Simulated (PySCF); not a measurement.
## NMR data sheet: C4H5N3

* Formula: C4H5N3
* SMILES: C=Cc1cnn[nH]1
* InChI: InChI=1S/C4H5N3/c1-2-4-3-5-7-6-4/h2-3H,1H2,(H,5,6,7)
* Point group of the computed structure: Cs
* Degrees of unsaturation: 4
* Carbon signals: 4
* Proton signals: 5

Molfile (atoms numbered from 1):
```
C4H5N3
     RDKit          3D

 12 12  0  0  0  0  0  0  0  0999 V2000
   -2.0187    0.4908   -0.3059 C   0  0  0  0  0  0  0  0  0  0  0  0
   -1.1108   -0.2492    0.3210 C   0  0  0  0  0  0  0  0  0  0  0  0
    0.3079   -0.1402    0.1061 C   0  0  0  0  0  0  0  0  0  0  0  0
    1.0997    0.6576   -0.7094 C   0  0  0  0  0  0  0  0  0  0  0  0
    2.3858    0.3331   -0.5053 N   0  0  0  0  0  0  0  0  0  0  0  0
    2.4576   -0.5981    0.3673 N   0  0  0  0  0  0  0  0  0  0  0  0
    1.2257   -0.9065    0.7561 N   0  0  0  0  0  0  0  0  0  0  0  0
   -3.0704    0.3737   -0.1127 H   0  0  0  0  0  0  0  0  0  0  0  0
   -1.7402    1.2360   -1.0307 H   0  0  0  0  0  0  0  0  0  0  0  0
   -1.4148   -0.9933    1.0471 H   0  0  0  0  0  0  0  0  0  0  0  0
    0.8182    1.4191   -1.4052 H   0  0  0  0  0  0  0  0  0  0  0  0
    1.0612   -1.6238    1.4456 H   0  0  0  0  0  0  0  0  0  0  0  0
  1  2  2  0
  2  3  1  0
  3  4  2  0
  4  5  1  0
  5  6  2  0
  6  7  1  0
  7  3  1  0
  1  8  1  0
  1  9  1  0
  2 10  1  0
  4 11  1  0
  7 12  1  0
M  END
```

One computed conformer, relativity neglected, isolated molecule. J couplings at B3LYP/pcJ-1 (spin–dipole term only in couplings to heteroatoms); NMR shieldings at PBE0/pcSseg-1/GIAO; GFN2-xTB structure; PySCF 2.14.

δ = σ(ref) − σ, references computed at the same level: ¹H (σ = 31.72 ppm), ¹³C (σ = 186.93 ppm) against TMS; NH3 for ¹⁵N (σ = 267.73 ppm).

| carbon | δC, type | δH (multiplicity, J in Hz) | HMBC from (abs. J ≥ 3 Hz) | span of the C tensor (ppm) |
| --- | --- | --- | --- | --- |
| C1 | 124.2, CH2 | H8 5.78 (d, 12.7); H9 6.35 (d, 18.6) | – | 216 |
| C2 | 128.1, CH | 6.80 (dd, 18.6, 12.7) | – | 220 |
| C3 | 142.9, C | – | H11, H9, H8 | 156 |
| C4 | 132.3, CH | 8.14 (s) | H10 | 155 |

Other nuclei:
| atoms | nucleus | environment | δ (ppm) | σ (ppm) |
| --- | --- | --- | --- | --- |
| H12 | ¹H | hydrogen on a pyrrole-type ring nitrogen | 10.66 | 21.05 |
| N6 | ¹⁵N | pyridine-type nitrogen of an azole | 397.8 | -130.1 |
| N5 | ¹⁵N | pyridine-type nitrogen of an azole | 389.4 | -121.7 |
| N7 | ¹⁵N | pyrrole-type ring nitrogen | 252.3 | 15.4 |

Selected couplings (Hz, signed; the shortest-range and largest first, 30 at most; isotopes ¹³C, ¹H, ¹⁵N): ¹J(C4,H11) 201.7, ¹J(C1,H8) 169.5, ¹J(C1,H9) 164.5, ¹J(C2,H10) 159.8, ¹J(C1,C2) 79.2, ¹J(C3,C4) 72.3, ¹J(C2,C3) 71.0, ¹J(N5,N6) -18.5, ¹J(N6,N7) -18.5, ¹J(C3,N7) -15.8, ¹J(C4,N5) 6.9, ²J(C4,N7) -13.3, ²J(N5,H11) -11.2, ²J(C2,C4) 4.8, ²J(C4,N6) 3.2, ²J(C2,N7) -3.0, ²J(C1,C3) 2.2, ²J(N5,N7) -2.0, ²J(C3,N5) 1.3, ³J(H9,H10) 18.6, ³J(H8,H10) 12.7, ³J(N6,H11) -3.4, ³J(N7,H11) -3.1, ³J(C1,N7) -2.5, ³J(C1,C4) 1.7, ³J(N7,H10) -1.2, ⁴J(C1,N6) -1.4.

Carbon types of the structure: 1 × C, 2 × CH, 1 × CH2, leaving 1 H on heteroatoms. δC 142.9: substituted aromatic carbon next to a ring nitrogen. δC 132.3: aromatic CH next to a ring nitrogen. δC 128.1: alkene CH; as expected for a trigonal carbon in a double bond. δC 124.2: terminal =CH2 carbon; an sp2 carbon of a C=C bond. δH 10.66: hydrogen on a pyrrole-type ring nitrogen; exchangeable; this is the value without hydrogen bonding to other molecules. The protons at 6.35 and 6.80 share a coupling of 18.6 Hz (vicinal, trans across C=C). The protons at 5.78 and 6.80 share a coupling of 12.7 Hz (vicinal, cis across C=C).

OH/NH shifts are gas-phase values; hydrogen bonding in solution moves them, usually downfield. Splittings below 1 Hz are ignored in the labels, and close J values are merged. Unscaled 3J(H,H) at this level run about 10 % above measured values. Shifts are as computed. Against solution values, carbons near 30 ppm lie about +3 ppm off and those near 130 ppm about +5 ppm. Of 1211 compounds with measured shifts, 218 miss one by over three times the rms of a fit or turn the order of signals round; such compounds aren't used in these exercises. Experimental scales use liquid or dissolved standards, which lie at an offset from isolated NH3 (liquid NH3: subtract about 20 ppm). Unscaled 15N shifts of sp2 nitrogen come out 20 to 40 ppm too high even then.
